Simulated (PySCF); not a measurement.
Ba(F)2 anion (BaF₂), SMILES [F][Ba][F] (connectivity only; charge and spin as stated), charge -1, multiplicity 2. Atoms are numbered in the order given.

```xyz
3

Ba     0.0000     0.0000     0.3044
F      0.0000    -1.9331    -0.9471
F      0.0000     1.9331    -0.9471
```
Charge -1, spin multiplicity 2.

The structure is a stationary point at B3LYP-D3(BJ)/def2-TZVPD. The multiplicity is an assumed one; other spin states were not compared. The isomer is the one that the SMILES or the coordinates give; other isomers of the formula were not compared. The def2 effective core potentials stand for the cores of Ba; spin–orbit coupling is left out.

Computed with PySCF with PBE/def2-TZVPD.

Gas-phase values at a fixed geometry. A positive occupied level means that this level leaves the electron formally unbound; only the finite basis holds it.

Task: Estimate the frontier levels, dipole moment and polarisability. (The exact figures need the calculation; the answer reports its results.)

Result: 
```
Quantity                                                              Value
------------------------------------------------  -------------------------
α spin, highest occupied and lowest empty level            0.95 and 1.82 eV
β spin, highest occupied and lowest empty level           -2.75 and 1.77 eV
dipole moment about the centre of nuclear charge                     1.45 D
mean static polarisability                           460.8 bohr³ (68.29 Å³)
polarisability, principal values                  337.5, 369.8, 675.3 bohr³
⟨S²⟩                                                0.750 (pure state 0.75)
```
